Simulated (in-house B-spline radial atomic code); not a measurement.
A calculation on Ho IV (Ho3+): its settings, and results tabulated from the run. Computed with an all-electron radial atomic-structure program (B-spline basis): scalar-relativistic (X2C) wB97X, spin-polarised, spherical fractional occupations, exact exchange averaged over the configuration, Fermi nucleus of rms radius 5.2022 fm.

Command:
```bash
python run_scf.py task.json out
```
Settings (nuclear radius in fm, mass in u):
```
Z                67
configuration    [Xe] 4f10
hamiltonian      x2c
method           wb97x
spin_polarised   True
nucleus          fermi
rms_radius       5.2022
atomic_mass      164.93033
speed_of_light   137.035999084
exact_exchange   averaged over the configuration
```

Output (hartree, bohr):
```
 radial grid: 72 intervals, B-splines of order 8, outer radius 39.1892 bohr

 iter        energy (Eh)    residual
    1      -12563.329289    8.16e-01
    2      -12576.239667    1.33e+00
    3      -12613.594423    2.95e-01
    4      -12614.917556    1.07e-01
    5      -12615.121849    4.61e-02
    6      -12615.139275    1.42e-02
    7      -12615.145668    6.14e-03
    8      -12615.146396    4.74e-04
    9      -12615.146402    2.51e-05
   10      -12615.146402    3.63e-06
   11      -12615.146402    3.18e-07

 total energy                    -12615.14640
 kinetic                           13887.4240
 electron-nucleus                 -31098.0742
 Hartree                            4869.3079
 exact exchange                      -50.9716
 exchange-correlation               -222.8323

 orbital      occ     eigenvalue          <r>       <r^2>       <1/r>       r_max
 1s up      1.000     -2038.3099    0.0199944 0.000555424     82.1146     0.01223
 1s down    1.000     -2038.3098    0.0199944 0.000555425     82.1146     0.01223
 2s up      1.000      -342.8040    0.0873717  0.00908113     19.0205     0.07446
 2s down    1.000      -342.8020    0.0873705  0.00908083     19.0208     0.07446
 2p up      3.000      -304.4627    0.0776023  0.00736935     16.5508     0.06012
 2p down    3.000      -304.4613    0.0776011  0.00736907      16.551     0.06012
 3s up      1.000       -77.9863     0.229398   0.0602809     6.84036      0.2114
 3s down    1.000       -77.9161     0.229256   0.0602046     6.84562      0.2113
 3p up      3.000       -66.1798     0.228295   0.0605165     6.16692      0.2076
 3p down    3.000       -66.1074     0.228118   0.0604205     6.17199      0.2075
 3d up      5.000       -50.8722     0.207929   0.0507765     5.78363      0.1696
 3d down    5.000       -50.8109     0.207701   0.0506536     5.78859      0.1695
 4s up      1.000       -16.7043     0.518599     0.30379     2.83004      0.4842
 4s down    1.000       -16.5505     0.518617    0.303785     2.82851      0.4842
 4p up      3.000       -12.7865      0.54889    0.342917     2.54012      0.5053
 4p down    3.000       -12.6296     0.548978    0.343017     2.53843      0.5053
 4d up      5.000        -7.4051     0.595103    0.411078     2.22889      0.5234
 4d down    5.000        -7.2323     0.595689    0.411989     2.22577      0.5233
 5s up      1.000        -3.1739       1.2539     1.76675     1.07072       1.126
 5s down    1.000        -3.1082      1.26658     1.80282     1.05663       1.135
 5p up      3.000        -2.1835      1.44674     2.36464    0.903321        1.27
 5p down    3.000        -2.1371      1.46493     2.42418    0.888964       1.283
 4f up      7.000        -1.5410     0.771297    0.765086     1.68074        0.52
 4f down    3.000        -1.4100     0.792627    0.818579     1.65398      0.5221
```

Run time, properties included: 6.6 s on 1 thread of Arm Neoverse N1, with other jobs on the host.

One-electron X2C: radii and densities carry no picture-change correction, so inner-shell <1/r> comes out high (for 1s by about 2 % at Z = 33, 5 % at 54, 10 % at 75, 30 % at 118) and <r> low.
